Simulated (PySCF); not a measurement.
**C₆ coefficients of unlike pairs at PBE0**

Calculated with PySCF 2.14 from the dipole response of each species, C₆(A,B) = (3/π) ∫ α_A(iu) α_B(iu) du, in atomic units, from isotropic polarisabilities. For ions this is the dispersion term alone; charge-induced terms of lower order in 1/R come first.

```
species      configuration                                                                                              basis      relativity  α (bohr³)  C₆ (like pair)
    Ag⁺     [Kr] 4d10 (1S)                                                          aug-cc-pwCVDZ-PP with ECP28MDF (6s6p5d3f)  core potential      8.865           49.31
    Li⁺           1s2 (1S)                                                                               dyall-av3z (15s9p3d)            none     0.2024         0.08358
     S⁺  [Ne] 3s2 3p3 (4S)                                                                           dyall-acv3z (19s12p6d4f)   spin-free X2C      10.86           53.40
   Nb³⁺      [Kr] 4d2 (3F)  aug-cc-pVTZ-PP with one added diffuse shell each of s, p, d, f, g type with ECP28MDF (7s7p6d4f3g)  core potential      5.922           25.42
```

(1) Estimate C₆ for S⁺ with Ag⁺.

No spin-orbit coupling is included.

The other pairs:

```
     pair     C₆
  S⁺, Li⁺  1.664
Nb³⁺, Ag⁺  35.35
 Li⁺, Ag⁺  1.864
Nb³⁺, Li⁺  1.333
 Nb³⁺, S⁺  35.49
```

Results:

(1) The integral gives 49.51. The combination rule 2 C_A C_B / (C_A α_B/α_A + C_B α_A/α_B) gives 50.63 and the geometric mean 51.31.
